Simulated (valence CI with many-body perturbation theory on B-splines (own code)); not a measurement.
# E1 line list for Mo35+

Method: relativistic CI+MBPT: five valence electrons over a frozen Dirac-Fock core [He], radial functions for each j: 11 s, 11 p, 10 d, 8 f, 5 g, 2 h, with the one-electron correlation potential Σ1 (screened to all orders), the two-electron term Σ2, the three-electron term Σ3, Breit, model QED; selected single and double excitations, second order for the rest, scaled by the run's own slope (own B-spline code, finite nucleus).

The last digits are not significant, and no measured levels were compared; by estimate large intervals hold to a few tenths of a per cent, small ones and those within an open d or f shell to about a per cent. Among the levels kept, up to 11000 cm⁻¹ of a level comes from second order outside the variational space, and about a tenth of that is noise between levels of different J, which matters for small intervals.

Lines 51 to 100 of 596 in falling wavelength, among levels below 3273.4 eV, chosen from the strongest by gf and those to the six lowest levels. Wavelengths and rates use the calculated energies. Electric multipoles are in the length gauge, E1 and E2 with the static RPA response of the core. Weak lines are less certain than strong ones. Lines between different terms over intervals too small for the method are left out, as are lines whose strength nearly cancels. Where a level lies close to another of its J and parity, the split of strength between their lines is uncertain. The highest levels of a list are the least certain.

Levels are named by their leading jj configuration (3d3/2^4 stands for four electrons in 3d with j = 3/2), which in mixed levels can hold well under half, so a name can repeat and another be missing. Letters in brackets count levels of one name in rising energy.

```tsv
λ vac (nm)	Upper	Lower	A (s⁻¹)	log gf	Branch %
19.42	(2s 2p1/2 2p3/2^2 3d5/2) J=5/2 [f]	(2s 2p1/2 2p3/2^2 3p3/2) J=3/2 [f]	6.17e+09	-0.68	0.0
19.40	(2s 2p1/2 2p3/2^2 3d5/2) J=5/2 [c]	(2s 2p1/2 2p3/2^2 3p3/2) J=3/2 [c]	3.93e+09	-0.88	0.0
19.29	(2s^2 2p1/2^2 3d5/2) J=5/2	(2s^2 2p1/2^2 3p3/2) J=3/2	7.90e+09	-0.58	0.0
19.25	(2s^2 2p3/2^2 3d5/2) J=5/2 [b]	(2s^2 2p3/2^2 3p3/2) J=3/2 [b]	6.81e+09	-0.64	0.0
19.25	(2s 2p1/2 2p3/2^2 3d3/2) J=7/2 [c]	(2s 2p1/2 2p3/2^2 3p3/2) J=5/2 [c]	3.09e+09	-0.86	0.0
19.23	(2s^2 2p1/2 2p3/2 3p1/2) J=3/2 [b]	(2s^2 2p1/2 2p3/2 3s) J=5/2	5.77e+09	-0.89	0.6
19.20	(2s^2 2p1/2 2p3/2 3d5/2) J=7/2 [b]	(2s^2 2p1/2 2p3/2 3p3/2) J=5/2 [b]	6.77e+09	-0.52	0.0
19.18	(2s 2p1/2 2p3/2^2 3d3/2) J=7/2 [a]	(2s 2p1/2 2p3/2^2 3p3/2) J=5/2 [a]	4.20e+09	-0.73	0.0
19.00	(2s 2p1/2 2p3/2^2 3p1/2) J=3/2 [d]	(2s 2p1/2 2p3/2^2 3s) J=5/2 [c]	4.89e+09	-0.97	0.0
18.80	(2s 2p1/2 2p3/2^2 3p1/2) J=5/2 [b]	(2s 2p1/2 2p3/2^2 3s) J=7/2	7.71e+09	-0.61	0.1
18.78	(2s 2p1/2 2p3/2^2 3d3/2) J=5/2 [c]	(2s 2p1/2 2p3/2^2 3p3/2) J=3/2 [d]	2.70e+09	-1.07	0.0
18.56	(2s 2p1/2^2 2p3/2 3d5/2) J=5/2 [a]	(2s 2p1/2^2 2p3/2 3p3/2) J=3/2 [a]	6.01e+09	-0.73	0.0
18.41	(2s 2p1/2 2p3/2^2 3p3/2) J=5/2 [a]	(2s 2p1/2 2p3/2^2 3s) J=3/2 [a]	5.72e+09	-0.76	0.0
18.33	(2s^2 2p1/2 2p3/2 3d5/2) J=3/2 [a]	(2s^2 2p1/2 2p3/2 3p3/2) J=1/2 [a]	5.44e+09	-0.96	0.0
18.30	(2s 2p1/2^2 2p3/2 3d5/2) J=7/2 [a]	(2s 2p1/2^2 2p3/2 3p3/2) J=5/2 [a]	8.63e+09	-0.46	0.0
17.91	(2s^2 2p1/2 2p3/2 3d5/2) J=5/2 [b]	(2s^2 2p1/2 2p3/2 3p3/2) J=3/2 [b]	6.65e+09	-0.72	0.0
17.87	(2s 2p1/2 2p3/2^2 3p3/2) J=7/2 [b]	(2s 2p1/2 2p3/2^2 3s) J=5/2 [b]	6.49e+09	-0.60	0.0
17.86	(2s 2p1/2^2 2p3/2 3d5/2) J=3/2 [a]	(2s 2p1/2^2 2p3/2 3p3/2) J=3/2 [a]	4.99e+09	-1.02	0.0
17.77	(2s 2p1/2 2p3/2^2 3d5/2) J=3/2 [d]	(2s 2p1/2 2p3/2^2 3p3/2) J=1/2 [c]	5.53e+09	-0.98	0.0
17.70	(2s 2p1/2^2 2p3/2 3p3/2) J=3/2 [a]	(2s 2p1/2^2 2p3/2 3s) J=3/2 [a]	9.88e+09	-0.73	0.0
17.65	(2s^2 2p1/2 2p3/2 3d3/2) J=5/2 [b]	(2s^2 2p1/2 2p3/2 3p3/2) J=3/2 [a]	3.69e+09	-0.99	0.0
17.26	(2s 2p1/2 2p3/2^2 3p3/2) J=3/2 [b]	(2s 2p1/2 2p3/2^2 3s) J=5/2 [b]	5.29e+09	-1.02	0.0
16.98	(2s 2p1/2 2p3/2^2 3p3/2) J=1/2 [a]	(2s 2p1/2 2p3/2^2 3s) J=3/2 [a]	1.13e+10	-1.01	0.0
16.91	(2s 2p1/2 2p3/2^2 3d3/2) J=7/2 [b]	(2s 2p1/2 2p3/2^2 3p1/2) J=5/2 [b]	3.63e+09	-0.91	0.0
16.89	(2s^2 2p3/2^2 3p3/2) J=1/2	(2s^2 2p3/2^2 3s) J=3/2	9.56e+09	-1.09	2.2
16.70	(2s^2 2p3/2^2 3p3/2) J=5/2	(2s^2 2p3/2^2 3s) J=3/2	7.23e+09	-0.74	2.8
16.65	(2s 2p3/2^3 3p3/2) J=3/2 [a]	(2s 2p3/2^3 3s) J=3/2 [a]	8.23e+09	-0.86	0.0
16.55	(2s 2p1/2 2p3/2^2 3d3/2) J=3/2 [f]	(2s 2p1/2 2p3/2^2 3p3/2) J=1/2 [b]	4.93e+09	-1.09	0.0
16.45	(2s 2p1/2 2p3/2^2 3d5/2) J=3/2 [a]	(2s 2p1/2 2p3/2^2 3p3/2) J=1/2 [a]	4.88e+09	-1.10	0.0
16.31	(2s 2p1/2 2p3/2^2 3p1/2) J=3/2 [b]	(2s 2p1/2 2p3/2^2 3s) J=5/2 [b]	6.25e+09	-1.00	0.0
16.18	(2s 2p3/2^3 3p3/2) J=5/2 [a]	(2s 2p3/2^3 3s) J=3/2 [a]	4.19e+09	-1.01	0.0
16.18	(2s 2p1/2^2 2p3/2 3p3/2) J=1/2 [a]	(2s 2p1/2^2 2p3/2 3s) J=3/2 [a]	1.06e+10	-1.08	0.1
16.09	(2s 2p3/2^3 3p3/2) J=7/2	(2s 2p3/2^3 3s) J=5/2 [b]	8.70e+09	-0.57	0.7
16.08	(2s 2p1/2 2p3/2^2 3p3/2) J=7/2 [c]	(2s 2p1/2 2p3/2^2 3s) J=5/2 [c]	1.68e+10	-0.28	0.1
16.07	(2s 2p1/2 2p3/2^2 3d3/2) J=5/2 [d]	(2s 2p1/2 2p3/2^2 3p1/2) J=3/2 [d]	5.75e+09	-0.87	0.0
16.05	(2s 2p1/2 2p3/2^2 3d3/2) J=5/2 [b]	(2s 2p1/2 2p3/2^2 3p1/2) J=5/2 [b]	6.72e+09	-0.81	0.0
15.98	(2s 2p1/2^2 2p3/2 3p3/2) J=5/2 [a]	(2s 2p1/2^2 2p3/2 3s) J=3/2 [a]	1.13e+10	-0.59	0.0
15.90	(2s 2p1/2 2p3/2^2 3p3/2) J=5/2 [c]	(2s 2p1/2 2p3/2^2 3s) J=3/2 [b]	1.51e+10	-0.46	0.1
15.90	(2s 2p1/2 2p3/2^2 3d5/2) J=5/2 [a]	(2s 2p1/2 2p3/2^2 3p3/2) J=3/2 [b]	5.14e+09	-0.93	0.0
15.88	(2s 2p1/2^2 2p3/2 3p3/2) J=5/2 [b]	(2s 2p1/2^2 2p3/2 3s) J=3/2 [b]	1.70e+10	-0.42	0.1
15.85	(2s 2p3/2^3 3p3/2) J=5/2 [b]	(2s 2p3/2^3 3s) J=3/2 [b]	1.29e+10	-0.54	0.1
15.82	(2s 2p1/2 2p3/2^2 3d5/2) J=7/2 [b]	(2s 2p1/2 2p3/2^2 3p3/2) J=7/2 [b]	3.85e+09	-0.94	0.0
15.75	(2s 2p1/2 2p3/2^2 3p3/2) J=3/2 [d]	(2s 2p1/2 2p3/2^2 3s) J=1/2 [b]	7.82e+09	-0.93	0.0
15.62	(2s^2 2p3/2^2 3p3/2) J=5/2	(2s^2 2p3/2^2 3s) J=5/2	7.32e+09	-0.79	2.8
15.49	(2s 2p3/2^3 3p3/2) J=3/2 [b]	(2s 2p3/2^3 3s) J=1/2	1.05e+10	-0.82	0.1
15.49	(2s^2 2p1/2 2p3/2 3p3/2) J=5/2 [a]	(2s^2 2p1/2 2p3/2 3s) J=3/2 [a]	1.63e+10	-0.45	6.2
15.48	(2s^2 2p3/2^2 3p3/2) J=7/2	(2s^2 2p3/2^2 3s) J=5/2	1.68e+10	-0.32	8.5
15.45	(2s 2p1/2 2p3/2^2 3d3/2) J=3/2 [e]	(2s 2p1/2 2p3/2^2 3p1/2) J=3/2 [d]	6.44e+09	-1.04	0.0
15.40	(2s 2p1/2 2p3/2^2 3d3/2) J=3/2 [b]	(2s 2p1/2 2p3/2^2 3p1/2) J=5/2 [b]	8.05e+09	-0.94	0.0
15.39	(2s 2p1/2^2 2p3/2 3p3/2) J=7/2	(2s 2p1/2^2 2p3/2 3s) J=5/2	2.10e+10	-0.22	3.7
```
